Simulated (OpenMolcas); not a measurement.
# C: effect of the active space

| Property | Result |
| --- | --- |
| Program | OpenMolcas |
| Method | CASSCF |
| Basis | ANO-RCC-MB |
| Scalar Hamiltonian | DKH2, point nucleus |
| Spin-orbit coupling | RASSI with atomic mean-field integrals over the reference wave functions, term energies averaged over their components |

A. 2 electrons in 3 orbitals (2p); 2S+1 = 3 even, 3 roots; 2S+1 = 1 even, 6 roots; cost roughly 2 core-seconds
B. 4 electrons in 4 orbitals (2s 2p); 2S+1 = 3 even, 3 roots; 2S+1 = 1 even, 6 roots; 2S+1 = 5 odd, 1 root; 2S+1 = 3 odd, 8 roots; cost of the order of 9 core-seconds

Energies in cm-1 above 2s2 2p2 3P0, the measured ground level; measured values from NIST Handbook of Basic Atomic Spectroscopic Data.

```
      Level      A      B  Measured
2s2 2p2 3P0    0.0    0.0       0.0
2s2 2p2 3P1   17.3   16.5      16.4
2s2 2p2 3P2   51.7   49.3      43.4
2s2 2p2 1D2  13683  13681     10193
2s2 2p2 1S0  34154  22983     21648
```

Deviations, from unrounded energies. A percentage is the sum of absolute deviations over the sum of measured energies, with the sign that they share, or ± where signs differ.

```tsv
Against measurement	Levels	A	B
mean absolute deviation (cm-1)	4	4000	1200
fine structure of the ground term (%)	2	+15.2	+10.0
other terms of the ground configuration (%)	2	+50.2	+15.1
```

B lies closest to measurement on these levels. The largest miss of B in the table is 2s2 2p2 1D2, by +3500 cm-1. The ranking rests on the paired levels alone, and a cruder setting can come out closer through cancelling errors.

Between A and B the level of the table that moves most is 2s2 2p2 1S0, by 11000 cm-1 (lowest in B, highest in A).

Without dynamic correlation excited terms often stand tens of per cent too high (terms of higher spin than the ground term too low), and those without a measured partner can miss by more than the paired ones. With the s shell closed, the reference lacks s² → p² mixing (holds for A). Computed and measured levels are paired by configuration, term and J; levels that our copy of the source lacks, or whose pairing is in doubt (as where it misses far off the trend of its configuration), stay unpaired and out of the deviations. Levels of configurations outside the active space are missing. The table leaves out levels that lie high or whose names do not pair safely across all columns.
